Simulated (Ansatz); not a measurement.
A series at Sn: from `[NH2][Sn]([NH2])([NH2])[NH2]`, ligands are replaced one by one, each step taking up H₂ and setting free NH₃; n counts the steps. Ansatz, PBE0-D4/def2-TZVP geometries. Each molecule was computed in one conformer, which needn't be the lowest.

| n | molecule | HOMO energy, ωB97M-V/def2-TZVPP (eV) |
| --- | --- | --- |
| 0 | `[NH2][Sn]([NH2])([NH2])[NH2]` | -9.26 |
| 1 | `[NH2][SnH]([NH2])[NH2]` | -9.49 |
| 2 | `[NH2][SnH2][NH2]` | -9.44 |
| 3 | `[NH2][SnH3]` | ? |
| 4 | `[SnH4]` | -11.38 |

**Question.** By hand: fit a straight line y = ȳ + b (n − n̄) to the 4 given rows and predict n = 3.

**Answer.** n̄ = 1.750, ȳ = -9.893; Σ(n − n̄)(y − ȳ) = -4.643, Σ(n − n̄)² = 8.750, so b = -0.531 eV a step. Prediction: -9.893 + (-0.531) × (1.250) = -10.56 eV.

**Question.** By hand: compare with the computed value, -9.55 eV, and give the steps along the whole series.

**Answer.** The line misses by 1.01 eV (computed minus predicted). Steps: -0.23, 0.05, -0.11, -1.83 eV.

The steps change sign along the series, so a line is a poor guide. The highest orbital can change its character along such a series. The miss is 47.6 % of the series' range.
